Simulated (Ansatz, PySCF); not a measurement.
Gas-phase reaction in SMILES: C=C(C)C[SeH] [2-methylprop-2-ene-1-selenol] + 5 [H][H] (H2) -> 4 C (CH4) + [SeH2] (H2Se)
Geometries: B3LYP-D3(BJ)/def2-TZVP minima from Ansatz (a program for electronic structure), one conformer each, not searched for the lowest. Frequencies are from Ansatz or PySCF.

Quantity: energy of full hydrogenation (enthalpy at 298 K, with B3LYP-D3(BJ) rigid-rotor harmonic-oscillator terms), in eV. Correlated levels leave the core frozen unless marked. Spin-orbit coupling is left out. The frozen core is the preceding noble-gas configuration, with the filled d and f shells of earlier blocks. No relativistic terms. CBS(X,Y): correlation extrapolated as X^-3; Hartree-Fock from the larger set.

| level | program | energy of full hydrogenation (eV) | minus last row |
|---|---|---|---|
| r2SCANh/def2-TZVPD | Ansatz | -3.67 | -0.16 |
| r2SCAN0-D4/def2-TZVPD | Ansatz + dftd4 | -3.74 | -0.23 |
| LC-wPBE-D4/def2-TZVPD | Ansatz + dftd4 | -3.76 | -0.25 |
| B2PLYP-D4/def2-TZVPD | Ansatz + dftd4 | -3.47 | 0.04 |
| MP2/6-31G | Ansatz | -2.99 | 0.52 |
| CCSD/6-31G | Ansatz | -2.96 | 0.55 |
| CCSD(T)/CBS(cc-pVTZ,cc-pVQZ) | Ansatz | -3.51 | 0.00 |
